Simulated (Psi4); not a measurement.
Input file for Psi4: SAPT0/aug-cc-pVDZ on CH7GaO (a complex).

```
memory 2025 MB

molecule dimer {
0 1
Ga   -0.06008883   -0.85086794    0.70335088
H    -1.29184569    0.02847900    0.26727584
H    -0.34587416   -2.20267583    1.47657984
H     1.33152400   -0.68724886   -0.02212534
--
0 1
C    -0.37982261    0.26696467    3.58862546
O     0.50147967    0.31425943    2.45118975
H    -0.45193493   -0.74781753    3.98192167
H    -1.35441082    0.58679068    3.22981234
H    -0.02963102    0.95437059    4.35862588
H     1.39913243    0.08243689    2.71651623
units angstrom
symmetry c1
no_reorient
no_com
}

set {
  basis aug-cc-pVDZ
  scf_type df
  freeze_core true
}

energy('sapt0')
```

The log:

```
[...]
==> Input File <==

--------------------------------------------------------------------------
memory 2025 MB

molecule dimer {
0 1
Ga   -0.06008883   -0.85086794    0.70335088
H    -1.29184569    0.02847900    0.26727584
H    -0.34587416   -2.20267583    1.47657984
H     1.33152400   -0.68724886   -0.02212534
--
0 1
C    -0.37982261    0.26696467    3.58862546
O     0.50147967    0.31425943    2.45118975
H    -0.45193493   -0.74781753    3.98192167
H    -1.35441082    0.58679068    3.22981234
H    -0.02963102    0.95437059    4.35862588
H     1.39913243    0.08243689    2.71651623
units angstrom
symmetry c1
no_reorient
no_com
}

set {
  basis aug-cc-pVDZ
  scf_type df
  freeze_core true
}

energy('sapt0')
--------------------------------------------------------------------------


   => Loading Basis Set <=

    Name: AUG-CC-PVDZ
    Role: ORBITAL
    Keyword: BASIS
    atoms 1         entry GA         line  2890 file aug-cc-pvdz.gbs
    atoms 2-4, 7-10 entry H          line    40 file aug-cc-pvdz.gbs
    atoms 5         entry C          line   182 file aug-cc-pvdz.gbs
    atoms 6         entry O          line   254 file aug-cc-pvdz.gbs

   => Loading Basis Set <=

    Name: AUG-CC-PVDZ
    Role: ORBITAL
    Keyword: BASIS
    atoms 1         entry GA         line  2890 file aug-cc-pvdz.gbs
    atoms 2-4, 7-10 entry H          line    40 file aug-cc-pvdz.gbs
    atoms 5         entry C          line   182 file aug-cc-pvdz.gbs
    atoms 6         entry O          line   254 file aug-cc-pvdz.gbs


  //>>>>>>>>>>>>>>>>>>>>>>>>>>>>>>>>>>>//
  //              Dimer HF             //
  //<<<<<<<<<<<<<<<<<<<<<<<<<<<<<<<<<<<//

   => Libint2 <=

    Primary   basis highest AM E, G, H:  7, 6, 3
    Auxiliary basis highest AM E, G, H:  7, 7, 4
    Onebody   basis highest AM E, G, H:  -, -, -
    Solid Harmonics ordering:            Gaussian


   => Loading Basis Set <=

    Name: AUG-CC-PVDZ
    Role: ORBITAL
    Keyword: BASIS
    atoms 1         entry GA         line  2890 file aug-cc-pvdz.gbs
    atoms 2-4, 7-10 entry H          line    40 file aug-cc-pvdz.gbs
    atoms 5         entry C          line   182 file aug-cc-pvdz.gbs
    atoms 6         entry O          line   254 file aug-cc-pvdz.gbs


         ---------------------------------------------------------
                                   SCF
               by Justin Turney, Rob Parrish, Andy Simmonett
                          and Daniel G. A. Smith
                              RHF Reference
                        1 Threads,   1931 MiB Core
         ---------------------------------------------------------

  ==> Geometry <==

    Molecular point group: c1
    Full point group: C1

    Geometry (in Angstrom), charge = 0, multiplicity = 1:

       Center              X                  Y                   Z               Mass
    ------------   -----------------  -----------------  -----------------  -----------------
         GA          -0.060088830000    -0.850867940000     0.703350880000    68.925573500000
         H           -1.291845690000     0.028479000000     0.267275840000     1.007825032230
         H           -0.345874160000    -2.202675830000     1.476579840000     1.007825032230
         H            1.331524000000    -0.687248860000    -0.022125340000     1.007825032230
         C           -0.379822610000     0.266964670000     3.588625460000    12.000000000000
         O            0.501479670000     0.314259430000     2.451189750000    15.994914619570
         H           -0.451934930000    -0.747817530000     3.981921670000     1.007825032230
         H           -1.354410820000     0.586790680000     3.229812340000     1.007825032230
         H           -0.029631020000     0.954370590000     4.358625880000     1.007825032230
         H            1.399132430000     0.082436890000     2.716516230000     1.007825032230

  Running in c1 symmetry.

  Rotational constants: A =      0.23396  B =      0.04757  C =      0.04214 [cm^-1]
  Rotational constants: A =   7013.82964  B =   1425.97336  C =   1263.37866 [MHz]
  Nuclear repulsion =  193.028630537494109

  Charge       = 0
  Multiplicity = 1
  Electrons    = 52
  Nalpha       = 26
  Nbeta        = 26

  ==> Algorithm <==

  SCF Algorithm Type is DF.
  DIIS enabled.
  MOM disabled.
  Fractional occupation disabled.
  Guess Type is SAD.
  Energy threshold   = 1.00e-08
  Density threshold  = 1.00e-08
  Integral threshold = 1.00e-12

  ==> Primary Basis <==

  Basis Set: AUG-CC-PVDZ
    Blend: AUG-CC-PVDZ
    Number of shells: 67
    Number of basis functions: 145
    Number of Cartesian functions: 152
    Spherical Harmonics?: true
    Max angular momentum: 2

   => Loading Basis Set <=

    Name: (AUG-CC-PVDZ AUX)
    Role: JKFIT
    Keyword: DF_BASIS_SCF
    atoms 1         entry GA         line   936 file aug-cc-pvdz-jkfit.gbs
    atoms 2-4, 7-10 entry H          line    70 file aug-cc-pvdz-jkfit.gbs
    atoms 5         entry C          line   154 file aug-cc-pvdz-jkfit.gbs
 
[...]
Energy =             40.0392312105335222
    One-Electron Energy =                -236.2523496205540994
    Two-Electron Energy =                  81.1520105953396325
    Total Energy =                       -115.0611078146809376

Computation Completed


Properties will be evaluated at   0.000000,   0.000000,   0.000000 [a0]

Properties computed using the SCF density matrix


 Multipole Moments:

 ------------------------------------------------------------------------------------
     Multipole            Electronic (a.u.)      Nuclear  (a.u.)        Total (a.u.)
 ------------------------------------------------------------------------------------

 L = 1.  Multiply by 2.5417464519 to convert [e a0] to [Debye]
 Dipole X            :         -2.2847334            2.4491935            0.1644600
 Dipole Y            :         -9.5977634            9.4328402           -0.1649231
 Dipole Z            :       -104.0680223          104.7440172            0.6759950
 Magnitude           :                                                    0.7149937

 ------------------------------------------------------------------------------------

  Constructing Basis Sets for SAPT...

   => Loading Basis Set <=

    Name: (AUG-CC-PVDZ AUX)
    Role: RIFIT
    Keyword: DF_BASIS_SAPT
    atoms 1         entry GA         line   690 file aug-cc-pvdz-ri.gbs
    atoms 2-4, 7-10 entry H          line    30 file aug-cc-pvdz-ri.gbs
    atoms 5         entry C          line   112 file aug-cc-pvdz-ri.gbs
    atoms 6         entry O          line   204 file aug-cc-pvdz-ri.gbs

   => Loading Basis Set <=

    Name: (AUG-CC-PVDZ AUX)
    Role: JKFIT
    Keyword: DF_BASIS_ELST
    atoms 1         entry GA         line   936 file aug-cc-pvdz-jkfit.gbs
    atoms 2-4, 7-10 entry H          line    70 file aug-cc-pvdz-jkfit.gbs
    atoms 5         entry C          line   154 file aug-cc-pvdz-jkfit.gbs
    atoms 6         entry O          line   270 file aug-cc-pvdz-jkfit.gbs


  //>>>>>>>>>>>>>>>>>>>>>>>>>>>>>>>>>>>//
  //               SAPT0               //
  //<<<<<<<<<<<<<<<<<<<<<<<<<<<<<<<<<<<//



        SAPT0
    Ed Hohenstein
     6 June 2009

      Orbital Information
  --------------------------
    NSO        =       145
    NMO        =       145
    NRI        =       435
    NRI (Elst) =       590
    NOCC A     =        17
    NOCC B     =         9
    FOCC A     =         9
    FOCC B     =         2
    NVIR A     =       128
    NVIR B     =       136

    Elst10,r            =    -0.057723949269 [Eh]
    Exch10              =     0.057186052873 [Eh]
    Exch10 (S^2)        =     0.055974482465 [Eh]

    Maxiter = 50
    CPHF R converge = 1.000000E-08

    Iter     Energy [mEh]          dE [mEh]         Residual      Time [s]
       1      -8.89710760       8.897107595     1.257362e-02             0
       2     -10.43229893       1.535191332     3.013338e-03             0
       3     -10.49116422       0.058865294     6.186859e-04             0
       4     -10.45904190      -0.032122320     1.530662e-04             0
       5     -10.46484795       0.005806044     3.296443e-05             0
       6     -10.46418852      -0.000659429     4.654953e-06             0
       7     -10.46423860       0.000050088     5.980257e-07             0
       8     -10.46423587      -0.000002738     8.719657e-08             1
       9     -10.46423582      -0.000000043     1.662120e-08             1
      10     -10.46423590       0.000000074     3.358121e-09             1

    CHF Iterations converged

    Maxiter = 50
    CPHF R converge = 1.000000E-08

    Iter     Energy [mEh]          dE [mEh]         Residual      Time [s]
       1     -81.23625948      81.236259480     4.755314e-02             0
       2    -101.12983013      19.893570655     1.213068e-02             0
       3    -100.97254654      -0.157283590     3.913767e-03             0
       4    -100.65055800      -0.321988548     1.229027e-03             0
       5    -100.63173504      -0.018822955     3.201136e-04             0
       6    -100.65917411       0.027439065     9.502639e-05             0
       7    -100.66169449       0.002520383     2.742309e-05             0
       8    -100.65901849      -0.002675995     5.274428e-06             0
       9    -100.65935866       0.000340164     7.735036e-07             0
      10    -100.65934503      -0.000013625     1.820148e-07             0
      11    -100.65934110      -0.000003936     3.567303e-08             0
      12    -100.65934218       0.000001078     9.698195e-09             0

    CHF Iterations converged

    Ind20,r (A<-B)      =    -0.010464235897 [Eh]
    Ind20,r (B<-A)      =    -0.100659342177 [Eh]
    Ind20,r             =    -0.111123578074 [Eh]
    Exch-Ind20,r (A<-B) =     0.008726981681 [Eh]
    Exch-Ind20,r (B<-A) =     0.080381330840 [Eh]
    Exch-Ind20,r        =     0.089108312521 [Eh]
    Disp20              =    -0.013514715895 [Eh]
    Disp20 (SS)         =    -0.006757357948 [Eh]
    Disp20 (OS)         =    -0.006757357948 [Eh]
    Exch-Disp20         =     0.002729439808 [Eh]
    Exch-Disp20 (SS)    =     0.001544094616 [Eh]
    Exch-Disp20 (OS)    =     0.001185345192 [Eh]

    SAPT Results
  --------------------------------------------------------------------------------------------------------
    Electrostatics                -57.72394927 [mEh]     -36.22232503 [kcal/mol]    -151.55420793 [kJ/mol]
      Elst10,r                    -57.72394927 [mEh]     -36.22232503 [kcal/mol]    -151.55420793 [kJ/mol]

    Exchange                       57.18605287 [mEh]      35.88478995 [kcal/mol]     150.14196113 [kJ/mol]
      Exch10                       57.18605287 [mEh]      35.88478995 [kcal/mol]     150.14196113 [kJ/mol]
      Exch10(S^2)                  55.97448246 [mEh]      35.12451804 [kcal/mol]     146.96098347 [kJ/mol]

    Induction                     -21.38536502 [mEh]     -13.41951915 [kcal/mol]     -56.14726813 [kJ/mol]
      Ind20,r                    -111.12357807 [mEh]     -69.73109800 [kcal/mol]    -291.75491404 [kJ/mol]
      Exch-Ind20,r                 89.10831252 [mEh]      55.91631030 [kcal/mol]     233.95384229 [kJ/mol]
      delta HF,r (2)                0.62990053 [mEh]       0.39526855 [kcal/mol]       1.65380361 [kJ/mol]

    Dispersion                    -10.78527609 [mEh]      -6.76786292 [kcal/mol]     -28.31673847 [kJ/mol]
      Disp20                      -13.51471590 [mEh]      -8.48061226 [kcal/mol]     -35.48288169 [kJ/mol]
      Exch-Disp20                   2.72943981 [mEh]       1.71274934 [kcal/mol]       7.16614323 [kJ/mol]
      Disp20 (SS)                  -6.75735795 [mEh]      -4.24030613 [kcal/mol]     -17.74144085 [kJ/mol]
      Disp20 (OS)                  -6.75735795 [mEh]      -4.24030613 [kcal/mol]     -17.74144085 [kJ/mol]
      Exch-Disp20 (SS)              1.54409462 [mEh]       0.96893400 [kcal/mol]       4.05401986 [kJ/mol]
      Exch-Disp20 (OS)              1.18534519 [mEh]       0.74381534 [kcal/mol]       3.11212337 [kJ/mol]

  Total HF                        -21.92326142 [mEh]     -13.75705424 [kcal/mol]     -57.55951492 [kJ/mol]
  Total SAPT0                     -32.70853751 [mEh]     -20.52491716 [kcal/mol]     -85.87625339 [kJ/mol]

  Special recipe for scaled SAPT0 (see Manual):
    Electrostatics sSAPT0         -57.72394927 [mEh]     -36.22232503 [kcal/mol]    -151.55420793 [kJ/mol]
    Exchange sSAPT0                57.18605287 [mEh]      35.88478995 [kcal/mol]     150.14196113 [kJ/mol]
    Induction sSAPT0              -15.47295614 [mEh]      -9.70942657 [kcal/mol]     -40.62424075 [kJ/mol]
    Dispersion sSAPT0             -10.60417554 [mEh]      -6.65422061 [kcal/mol]     -27.84125905 [kJ/mol]
  Total sSAPT0                    -26.61502808 [mEh]     -16.70118226 [kcal/mol]     -69.87774659 [kJ/mol]
  --------------------------------------------------------------------------------------------------------



*** Psi4 exiting successfully. Buy a developer a beer!
```

The run finished.

Cost: roughly 29 core-seconds.
